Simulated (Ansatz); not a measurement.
Start from `CC(C)(C)[O][Cu]` and change one atom or group to get `CC(C)(C)OC=O`.

Ansatz, PBE0-D4/def2-TZVP geometries, multiplicity 1. Each molecule was computed in one conformer, which needn't be the lowest.

Scalar relativity is left out up to krypton.

```csv
property,`CC(C)(C)[O][Cu]`
LUMO energy (ωB97M-V/def2-TZVPP) / eV,-0.94
HOMO–LUMO gap (PBE/def2-TZVPP) / eV,1.45
size of the dipole moment (ωB97M-V/def2-TZVPP) / D,3.94
HOMO energy (PBE/def2-TZVPP) / eV,-4.89
size of the dipole moment (B3LYP/def2-TZVPP) / D,3.23
HOMO–LUMO gap (PBE0/def2-TZVPP) / eV,3.76
```

Task: What does the change do to each property? (Estimate.)

Result: The calculation gave: 
```
                                          property  `CC(C)(C)OC=O`  shift
             LUMO energy (ωB97M-V/def2-TZVPP) / eV            2.50   3.44
               HOMO–LUMO gap (PBE/def2-TZVPP) / eV            5.37   3.92
size of the dipole moment (ωB97M-V/def2-TZVPP) / D            2.14  -1.80
                 HOMO energy (PBE/def2-TZVPP) / eV           -6.32  -1.43
  size of the dipole moment (B3LYP/def2-TZVPP) / D            2.17  -1.06
              HOMO–LUMO gap (PBE0/def2-TZVPP) / eV            8.18   4.42
```

With PBE0 the HOMO falls by 1.70 eV and the LUMO rises by 2.71 eV, so the gap widens by about 4.41 eV. PBE moves the HOMO by -1.43 eV and ωB97M-V by -1.77 eV. Dipoles are sizes alone; their direction can turn.

B3LYP here is the variant with VWN-RPA as its local correlation; programs differ in this.
